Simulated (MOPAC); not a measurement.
Input for MOPAC: PM6 on C3H7NO (a complex), monomers drawn apart or pushed together.

```
PM6 1SCF PRECISE CHARGE=0 THREADS=1
C3H7NO

C      0.45191835 1     0.47742770 1     0.73907895 1
C     -0.42315524 1    -0.51408969 1     0.63306070 1
H      1.20961828 1     0.46828871 1     1.51332629 1
H      0.44869161 1     1.31842951 1     0.05561793 1
H     -1.18062605 1    -0.52778837 1    -0.14183392 1
H     -0.39736614 1    -1.35251528 1     1.31864640 1
N     -0.97348109 1     0.46715288 1     4.30776855 1
C     -0.08498328 1    -0.37806313 1     4.87945790 1
O      0.73556719 1    -1.03700865 1     4.27727882 1
H     -0.97787799 1     0.57767508 1     3.30361190 1
H     -1.62821997 1     0.98297672 1     4.86809378 1
H     -0.17905885 1    -0.41332815 1     5.98048042 1
```

It printed:

```
*******************************************************************************
 **                                                                           **
 **                              MOPAC v23.2.5                                **
 **                                                                           **
 *******************************************************************************
 ** MOPAC's Digital Object Identifier: https://doi.org/10.5281/zenodo.6511958 **
 **                                                                           **
 ** Please cite the open-source release paper for use of this MOPAC version:  **
 ** J. E. Moussa and J. J. P. Stewart (2026)                                  **
 ** MOPAC: An open-source semiempirical molecular orbital program             **
 ** J. Open Source Softw., 11(119), 8025, https://doi.org/10.21105/joss.08025 **
 *******************************************************************************

                              PM6 CALCULATION RESULTS

 *******************************************************************************
 *  PM6        - The PM6 Hamiltonian to be used
 *
 *
 *
 *                 CHARGE ON SYSTEM = 0
 *
 *
 *
 *  PRECISE    - TIGHTER CRITERIA TO BE USED
 *  1SCF       - DO 1 SCF AND THEN STOP
 *  THREADS=1  - MULTI-THREADING NOT USED
 *  T=         - A TIME OF 172800.0 SECONDS REQUESTED
 *  DUMP=N     - RESTART FILE WRITTEN EVERY 7200.0 SECONDS REQUESTED
 *******************************************************************************
PM6 1SCF PRECISE CHARGE=0 THREADS=1
 C3H7NO

   ATOM   CHEMICAL          X               Y               Z
  NUMBER   SYMBOL      (ANGSTROMS)     (ANGSTROMS)     (ANGSTROMS)

     1       C          0.45191835  *   0.47742770  *   0.73907895  *
     2       C         -0.42315524  *  -0.51408969  *   0.63306070  *
     3       H          1.20961828  *   0.46828871  *   1.51332629  *
     4       H          0.44869161  *   1.31842951  *   0.05561793  *
     5       H         -1.18062605  *  -0.52778837  *  -0.14183392  *
     6       H         -0.39736614  *  -1.35251528  *   1.31864640  *
     7       N         -0.97348109  *   0.46715288  *   4.30776855  *
     8       C         -0.08498328  *  -0.37806313  *   4.87945790  *
     9       O          0.73556719  *  -1.03700865  *   4.27727882  *
    10       H         -0.97787799  *   0.57767508  *   3.30361190  *
    11       H         -1.62821997  *   0.98297672  *   4.86809378  *
    12       H         -0.17905885  *  -0.41332815  *   5.98048042  *



          CARTESIAN COORDINATES

    NO.       ATOM           X           Y           Z

     1         C          0.4519      0.4774      0.7391
     2         C         -0.4232     -0.5141      0.6331
     3         H          1.2096      0.4683      1.5133
     4         H          0.4487      1.3184      0.0556
     5         H         -1.1806     -0.5278     -0.1418
     6         H         -0.3974     -1.3525      1.3186
     7         N         -0.9735      0.4672      4.3078
     8         C         -0.0850     -0.3781      4.8795
     9         O          0.7356     -1.0370      4.2773
    10         H         -0.9779      0.5777      3.3036
    11         H         -1.6282      0.9830      4.8681
    12         H         -0.1791     -0.4133      5.9805

 General Reference for PM6:
 "Optimization of Parameters for Semiempirical Methods V: Modification of NDDO Approximations
 and Application to 70 Elements", J. J. P. Stewart, J. Mol. Mod., 13, 1173-1213 (2007)
 URL: https://link.springer.com/article/10.1007/s00894-007-0233-4

           Empirical Formula: C3 H7 N O  =    12 atoms



      MOLECULAR POINT GROUP   :   Cs


      RHF CALCULATION, NO. OF DOUBLY OCCUPIED LEVELS = 15


 -------------------------------------------------------------------------------
 PM6 1SCF PRECISE CHARGE=0 THREADS=1
 C3H7NO



     1SCF WAS SPECIFIED, SO BFGS WAS NOT USED
     SCF FIELD WAS ACHIEVED


                              PM6 CALCULATION
                                                       MOPAC v23.2.5 Linux




          FINAL HEAT OF FORMATION =        -23.60308 KCAL/MOL =     -98.75530 KJ/MOL


          COSMO AREA              =        131.59 SQUARE ANGSTROMS
          COSMO VOLUME            =        115.44 CUBIC ANGSTROMS

          IONIZATION POTENTIAL    =         10.567651 EV
          HOMO LUMO ENERGIES (EV) =        -10.568  0.969
          NO. OF FILLED LEVELS    =         15
          MOLECULAR WEIGHT        =         73.0944         POINT GROUP:  Cs

          MOLECULAR DIMENSIONS (Angstroms)

            Atom       Atom       Distance
            H    12    H     5     6.20475
            H    11    H     3     3.37400
            H     4    H     6     2.80787


          SCF CALCULATIONS        =          1





   ATOM   CHEMICAL          X               Y               Z
  NUMBER   SYMBOL      (ANGSTROMS)     (ANGSTROMS)     (ANGSTROMS)

     1       C          0.45191835  *   0.47742770  *   0.73907895  *
     2       C         -0.42315524  *  -0.51408969  *   0.63306070  *
     3       H          1.20961828  *   0.46828871  *   1.51332629  *
     4       H          0.44869161  *   1.31842951  *   0.05561793  *
     5       H         -1.18062605  *  -0.52778837  *  -0.14183392  *
     6       H         -0.39736614  *  -1.35251528  *   1.31864640  *
     7       N         -0.97348109  *   0.46715288  *   4.30776855  *
     8       C         -0.08498328  *  -0.37806313  *   4.87945790  *
     9       O          0.73556719  *  -1.03700865  *   4.27727882  *
    10       H         -0.97787799  *   0.57767508  *   3.30361190  *
    11       H         -1.62821997  *   0.98297672  *   4.86809378  *
    12       H         -0.17905885  *  -0.41332815  *   5.98048042  *

                             CARTESIAN COORDINATES

   1    C        0.451918350     0.477427700     0.739078950
   2    C       -0.423155240    -0.514089690     0.633060700
   3    H        1.209618280     0.468288710     1.513326290
   4    H        0.448691610     1.318429510     0.055617930
   5    H       -1.180626050    -0.527788370    -0.141833920
   6    H       -0.397366140    -1.352515280     1.318646400
   7    N       -0.973481090     0.467152880     4.307768550
   8    C       -0.084983280    -0.378063130     4.879457900
   9    O        0.735567190    -1.037008650     4.277278820
  10    H       -0.977877990     0.577675080     3.303611900
  11    H       -1.628219970     0.982976720     4.868093780
  12    H       -0.179058850    -0.413328150     5.980480420


           Empirical Formula: C3 H7 N O  =    12 atoms



      MOLECULAR POINT GROUP   :   Cs


                  EIGENVALUES
 -33.34022 -30.85828 -26.87012 -22.82573 -20.29111 -19.25257 -16.88516 -16.12883
 -15.12500 -14.43583 -14.15744 -12.05249 -10.74470 -10.67671 -10.56765   0.96894
   1.18763   2.19033   4.27752   4.51673   5.41797   5.65071   5.70632   6.41304
   6.44051   6.52881   6.66652


              NET ATOMIC CHARGES AND DIPOLE CONTRIBUTIONS

  ATOM NO.   TYPE          CHARGE      No. of ELECS.   s-Pop       p-Pop
    1          C          -0.297056        4.2971     1.12182     3.17524
    2          C          -0.297148        4.2971     1.12181     3.17534
    3          H           0.155442        0.8446     0.84456
    4          H           0.142174        0.8578     0.85783
    5          H           0.142177        0.8578     0.85782
    6          H           0.155410        0.8446     0.84459
    7          N          -0.568806        5.5688     1.47383     4.09497
    8          C           0.454763        3.5452     1.08874     2.45650
    9          O          -0.534380        6.5344     1.85107     4.68331
   10          H           0.275801        0.7242     0.72420
   11          H           0.268250        0.7318     0.73175
   12          H           0.103374        0.8966     0.89663
 DIPOLE           X         Y         Z       TOTAL
 POINT-CHG.    -2.830     2.319     1.626     4.004
 HYBRID        -0.203     0.218    -0.380     0.483
 SUM           -3.034     2.536     1.245     4.146


          ATOMIC ORBITAL ELECTRON POPULATIONS

     Atom    s        px        py        pz
    1  C   1.12182   1.04093   1.04866   1.08566
    2  C   1.12181   1.04041   1.05131   1.08363
    3  H   0.84456
    4  H   0.85783
    5  H   0.85782
    6  H   0.84459
    7  N   1.47383   1.40990   1.48157   1.20351
    8  C   1.08874   0.76303   0.75112   0.94235
    9  O   1.85107   1.44380   1.49867   1.74085
   10  H   0.72420
   11  H   0.73175
   12  H   0.89663

 **********************
 *                    *
 * JOB ENDED NORMALLY *
 *                    *
 **********************




 == MOPAC DONE ==
```

The run finished.

Cost: roughly 0.03 core-seconds.
